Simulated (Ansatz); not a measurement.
`[F][Sn]([F])([F])[GeH3]` + CH₃OH → `C[O][Sn]([F])([F])[F]` + GeH₄ at 400 K and 1 bar (cleavage of the Sn–Ge bond).

Program: Ansatz. Geometries: PBE0-D4/def2-TZVP. ΔE: electronic, gas phase. CCSD(T)/CBS adds triple-zeta CCSD(T) − MP2 to the extrapolated MP2 energy (def2 sets, frozen cores). This one scheme is used for every species. def2 core potentials past Kr. For Ge, Sn outer-core shells are correlated without core-valence functions, which leaves a few kJ/mol of doubt a bond. Scalar relativity is left out up to krypton. Each species was taken in one conformer, which may not be the lowest.

| species | CCSD(T)/CBS energy (Eh) | H − E (kJ/mol) | S (J/(mol·K)) |
| --- | --- | --- | --- |
| `[F][Sn]([F])([F])[GeH3]` | -2591.43115 | 115.4 | 434.4 |
| CH₃OH | -115.61712 | 151.2 | 252.6 |
| `C[O][Sn]([F])([F])[F]` | -628.53137 | 163.2 | 439.8 |
| GeH₄ | -2078.49493 | 93.6 | 231.8 |

H − E and S are ideal-gas, rigid-rotor, harmonic terms from PBE0-D4/def2-TZVP, for one conformer and one mirror image of each species. 1 Eh = 2625.50 kJ/mol, R = 8.31446 J/(mol·K).

Q: By hand: ΔE, ΔH, ΔS and ΔG.

A: ΔE = (-628.53137) + (-2078.49493) − (-2591.43115) − (-115.61712) = 0.02197 Eh = 57.7 kJ/mol. Δ(H − E) = 163.2 + 93.6 − 115.4 − 151.2 = -9.8, so ΔH = 47.9 kJ/mol. ΔS = 439.8 + 231.8 − 434.4 − 252.6 = -15.4 J/(mol·K). ΔG = 47.9 − 400 × (-15.4)/1000 = 54.1 kJ/mol.

Q: By hand: the equilibrium constant, and the temperature at which ΔG would vanish if ΔH and ΔS stayed fixed.

A: log₁₀ K = −ΔG/(RT ln 10) = -7.1. ΔH and −TΔS have one sign here, so there is no such temperature.

ΔH outweighs TΔS. A doubt of 5 kJ/mol in ΔE shifts log₁₀ K by 0.7 here. Other conformers and mirror images would add mixing entropy, several J/(mol·K) or more a flexible species. Modes under 60 cm⁻¹, often nearly free rotors, make the harmonic entropy too high. These are equilibria of isolated gas molecules and say nothing of rates. Largest T1 diagnostic: 0.015 (customary marks: 0.02 for closed shells, 0.045 for open ones).
